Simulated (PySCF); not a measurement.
C2H6Cl2Sn, SMILES C[CH2][SnH]([Cl])[Cl]. Atoms are numbered in the order given.

```xyz
11

Sn     0.5368     0.1736     0.0000
Cl    -0.7039     0.8728    -1.8979
Cl    -0.7039     0.8728     1.8979
C      0.4738    -1.9882     0.0000
C     -0.9667    -2.4953     0.0000
H      2.0046     1.0616     0.0000
H      1.0332    -2.3153     0.8905
H      1.0332    -2.3153    -0.8905
H     -0.9919    -3.5975     0.0000
H     -1.5138    -2.1452     0.8890
H     -1.5138    -2.1452    -0.8890
```

Geometry: B3LYP-D3(BJ)/def2-SVP. The structure was generated by enumeration; whether it is a known compound was not checked. The def2 effective core potentials stand for the cores of Sn; spin–orbit coupling is left out. The values are those of a single conformer.

Computed with PySCF with B3LYP-D3(BJ)/def2-SVP.

Frequencies are harmonic and unscaled.

| mode | ν (cm⁻¹) | IR (km/mol) | Raman (Å⁴/amu) | depolarisation | moving atoms (share of kinetic energy) |
|---|---|---|---|---|---|
| 1 | 41 | 0.0 | 0.9 | 0.75 | C 43 %, H 30 %, Cl 26 % |
| 2 | 93 | 5.2 | 2.2 | 0.74 | Cl 46 %, C 29 %, Sn 14 %, H 12 % |
| 3 | 110 | 0.6 | 3.1 | 0.75 | H 41 %, C 32 %, Cl 20 % |
| 4 | 113 | 4.4 | 3.2 | 0.73 | Cl 77 %, Sn 20 % |
| 5 | 254 | 0.2 | 0.1 | 0.75 | H 88 %, C 10 % |
| 6 | 260 | 5.6 | 1.9 | 0.34 | C 56 %, H 21 %, Sn 20 % |
| 7 | 357 | 31.2 | 16.0 | 0.03 | Cl 81 %, Sn 16 % |
| 8 | 368 | 59.7 | 4.7 | 0.75 | Cl 73 %, Sn 27 % |
| 9 | 490 | 1.7 | 42.8 | 0.39 | C 56 %, H 37 % |
| 10 | 549 | 104.5 | 15.3 | 0.51 | H 82 %, C 13 % |
| 11 | 574 | 48.4 | 19.2 | 0.75 | H 98 % |
| 12 | 697 | 40.1 | 1.1 | 0.75 | H 82 %, C 17 % |
| 13 | 957 | 6.0 | 2.1 | 0.75 | H 91 %, C 9 % |
| 14 | 968 | 3.9 | 2.2 | 0.67 | H 74 %, C 26 % |
| 15 | 1045 | 9.7 | 9.4 | 0.75 | C 67 %, H 33 % |
| 16 | 1206 | 27.1 | 30.5 | 0.26 | H 69 %, C 31 % |
| 17 | 1242 | 2.4 | 1.7 | 0.75 | H 77 %, C 23 % |
| 18 | 1399 | 1.9 | 5.3 | 0.66 | H 83 %, C 17 % |
| 19 | 1435 | 1.7 | 9.5 | 0.75 | H 89 %, C 11 % |
| 20 | 1473 | 8.2 | 19.1 | 0.75 | H 97 % |
| 21 | 1480 | 3.8 | 10.9 | 0.72 | H 96 % |
| 22 | 1912 | 164.2 | 341.7 | 0.20 | H 99 % |
| 23 | 3029 | 23.3 | 181.4 | 0.09 | H 97 % |
| 24 | 3056 | 5.6 | 129.1 | 0.13 | H 95 % |
| 25 | 3108 | 10.7 | 120.7 | 0.61 | H 91 %, C 9 % |
| 26 | 3112 | 0.0 | 119.2 | 0.75 | H 90 %, C 10 % |
| 27 | 3130 | 10.2 | 10.6 | 0.75 | H 90 %, C 10 % |
